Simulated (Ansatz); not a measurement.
Coupled-cluster diagnostics for B₇N₇, Ansatz.

Geometry of the singlet (r2SCAN-D4/def2-SVP):

```xyz
14

N     1.7221    0.7796   -0.9253
B     1.2451    1.0096    0.3020
N    -0.0313   -0.4898   -1.8698
B     1.2003   -0.5595   -1.1441
N     1.6400   -1.6942   -0.2970
N     1.3666    0.1377    1.5793
B     1.6387   -1.0662    0.8355
N    -1.3768    1.2434   -0.9941
B    -1.2603   -0.1911   -1.1998
B    -0.9077    1.3310    0.2544
N    -1.3347    0.5413    1.5192
B     0.0599    0.6360    1.5636
N    -2.0486   -1.1427   -0.3800
B    -1.9134   -0.5353    0.7559
```

Correlated methods freeze 14 core orbitals. At PBE0-D4/def2-TZVP a triplet of charge 0 lies 0.12 eV below the restricted singlet at the same geometry.

(1) Estimate the CCSD(T) correlation energy, the shares of MP2 and (T), T1 and the reference's ⟨S²⟩ for: charge 0, singlet, own geometry in def2-TZVPP; and the rough time on 2 threads of AMD EPYC 7R13 on a shared host and a share (18 GiB) of an NVIDIA H100 80GB HBM3.

Answers

(1) 
| state | basis | correlation (eV) | MP2 share (%) | (T) share (%) | T1 | ⟨S²⟩ (pure) | wall time | remarks |
| --- | --- | --- | --- | --- | --- | --- | --- | --- |
| charge 0, singlet, own geometry | def2-TZVPP | -58.933 | 93.3 | 6.8 | 0.056 | 0.00 (0.00) | 99 s | large T1, restricted SCF unstable |
Customary marks for T1 are 0.02 (closed shells), 0.045 (open shells) and about 0.05 (3d metals). T1 exceeds 0.02 in 1 of 1 rows and 0.045 in 1; the higher it lies, the less the single-reference result can be trusted.
